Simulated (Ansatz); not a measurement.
Frontier orbitals of `[NH2][W](=[O])(=[O])[OH]`.

Cartesian coordinates in Å:
```
N 0.5963 -1.0092 0.8551
W -0.3550 0.4651 0.0317
O 0.5281 1.8947 0.3347
O -1.9136 0.5367 0.7262
O -0.5353 0.1997 -1.8315
H 1.5820 -0.9881 1.0682
H 0.1350 -1.7834 1.3083
H -0.0375 0.6845 -2.4927
```

Charge 0, multiplicity 1. Correlated methods include outer-core shells of W, which these sets cover unevenly. W takes the def2 core potential. Geometry: relaxed with PBE0-D4/def2-TZVP. It is one conformer, not always the lowest. Basis def2-TZVPP, the Gaussian-basis code of Ansatz.

Orbital energies of one run (eV). Highest occupied ones, from the top: -11.35, -11.52, -12.26, -12.72, -13.16, -13.96, -14.25, -14.74, -15.02, -15.99, -17.86, -18.19, -27.39, -28.03. Empty: 1.01, 1.20, 1.69, 2.25, 2.71, 3.34.

Which functional gave them?
A. B97M-V
B. r2SCAN0
C. LC-ωPBE
D. PBE0

C. HOMO energies: LC-ωPBE -11.35, PBE0 -8.55, B97M-V -7.46, r2SCAN0 -8.79 eV.

LC-ωPBE has ω = 0.4 bohr⁻¹.
